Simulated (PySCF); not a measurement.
Species: C2H11N2Si, charge 1, multiplicity 1. It need not be the lowest isomer of its formula. 
Structure (B3LYP-D3(BJ)/def2-TZVP (Ansatz) minimum search):
```xyz
16

Si     0.0812     0.1245    -0.1111
C      1.5930    -0.8377    -0.5471
C     -1.2594     0.2921    -1.3666
N     -0.7610    -1.0557     1.1934
N      0.3918     1.5360     0.7538
H      2.2749    -0.9406     0.3001
H      2.1356    -0.3209    -1.3417
H      1.3514    -1.8372    -0.9146
H     -2.1363     0.8066    -0.9671
H     -1.5796    -0.6762    -1.7566
H     -0.8937     0.8790    -2.2119
H     -1.0134    -1.9689     0.8128
H     -1.6133    -0.6360     1.5668
H     -0.2190     2.3381     0.7495
H      1.2814     1.7438     1.1805
H     -0.1427    -1.2185     1.9893
```
Charge +1, spin multiplicity 1.

Dispersion corrections to the total energy (kcal/mol) from the dftd3 and dftd4 libraries through PySCF: D3(BJ) without and D4 with the three-body term, each with the damping fitted for the functional named.

```
functional  D3(BJ)     D4
----------  ------  -----
TPSS        -10.28  -9.38
CAM-B3LYP    -6.48      ?
B2GP-PLYP        ?  -2.97
BHLYP       -10.98  -8.23
BP86             ?  -9.33
r2SCAN       -2.43  -1.80
TPSSh        -9.50  -8.55
```

### Question
Complete the blanks.

### Answer

- CAM-B3LYP, D4: -5.97
- B2GP-PLYP, D3(BJ): -5.23
- BP86, D3(BJ): -12.91
